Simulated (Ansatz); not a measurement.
Consider the formal hydrolysis of a B–Si bond: `C[SiH2]B[SiH3]` + H₂O → `C[SiH2]BO` + SiH₄.

Gas-phase electronic energies from Ansatz, PBE0-D4/def2-TZVP geometries. CBS: MP2 limit from def2 TZ/QZ plus the TZ coupled-cluster correction, frozen cores. This one scheme is used for every species. Each species was taken in one conformer, which may not be the lowest.

```csv
level,ΔE (kJ/mol)
MP2/def2-TZVPP,-159.3
MP2/def2-QZVPP,-155.8
```

(1) What does CCSD(T)/CBS give? (An estimate is asked.)

Largest T1 diagnostic among the species: 0.013.

Answers

(1) Ansatz gave: -148.6 kJ/mol. The listed levels differ from it by -10.7, -7.2 kJ/mol.

The D4 term adds +7.1 kJ/mol with B3LYP and +4.1 kJ/mol with PBE0; it sums over pairs of atoms, weighted by their polarisabilities, and B3LYP, whose exchange is more repulsive, gets the larger term. In def2-TZVPP, CCSD(T) changes the Hartree–Fock value by +13.3 kJ/mol (the triples alone add +0.3 kJ/mol) and MP2 by +8.6 kJ/mol.

B3LYP here is the variant with VWN-RPA as its local correlation; programs differ in this.
